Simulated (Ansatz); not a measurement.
Calculated with Ansatz (gas phase, PBE0-D4/def2-TZVP geometries, no zero-point term in ΔE). CCSD(T)/CBS is the MP2 limit (def2-TZVPP, def2-QZVPP) plus CCSD(T) − MP2 in def2-TZVPP, frozen cores. This one scheme is used for every species, atoms too. Functionals use def2-TZVPP. B3LYP here is the variant with VWN-RPA as its local correlation; programs differ in this. No spin–orbit coupling; open shells (•) take unrestricted orbitals. Spin–orbit coupling would lower the free atoms: a little for Al, Si. Each species was taken in one conformer, which may not be the lowest.

`N[SiH]([AlH2])[SiH3]` → Al• + 8 H• + N• + 2 Si•  (atomization)

(1) What is ΔE at CCSD(T)/CBS? (Estimate.)

(2) What do these levels give: r2SCAN-D4, B3LYP-D4, ωB97X-V, B2PLYP, PBE0, HF/def2-TZVPP, MP2/def2-TZVPP, CCSD/def2-TZVPP, CCSD(T)/def2-TZVPP, MP2/def2-QZVPP, HF/CBS(def2), MP2/CBS(def2)? (Best estimate.)

Largest T1 diagnostic among the species: 0.018.

Results:

(1) Ansatz gave: +3469.8 kJ/mol.

(2) Computed: r2SCAN-D4 3453.5, B3LYP-D4 3466.9, ωB97X-V 3498.7, B2PLYP 3406.7, PBE0 3397.9, HF/def2-TZVPP 2534.5, MP2/def2-TZVPP 3338.5, CCSD/def2-TZVPP 3331.6, CCSD(T)/def2-TZVPP 3367.1, MP2/def2-QZVPP 3400.1, HF/CBS(def2) 2543.4, MP2/CBS(def2) 3441.2 kJ/mol.

In def2-TZVPP, CCSD(T) changes the Hartree–Fock value by +832.6 kJ/mol (the triples alone add +35.5 kJ/mol) and MP2 by +804.0 kJ/mol; breaking electron pairs costs correlation energy, which Hartree–Fock lacks. The D4 term adds +42.1 kJ/mol with B3LYP and +22.5 kJ/mol with PBE0; it sums over pairs of atoms, weighted by their polarisabilities, and B3LYP, whose exchange is more repulsive, gets the larger term. From PBE to PBE0 (25 % exact exchange), in def2-TZVPP and without D4, ΔE moves by −17.6 kJ/mol: exact exchange takes away binding that semilocal exchange gives to molecules.

For atomizations the MP2-based limit and the directly extrapolated one differ by several kJ/mol either way, and by 10 to 25 for some Ge, Se and Sn compounds, so smaller differences from it don't rank the levels.
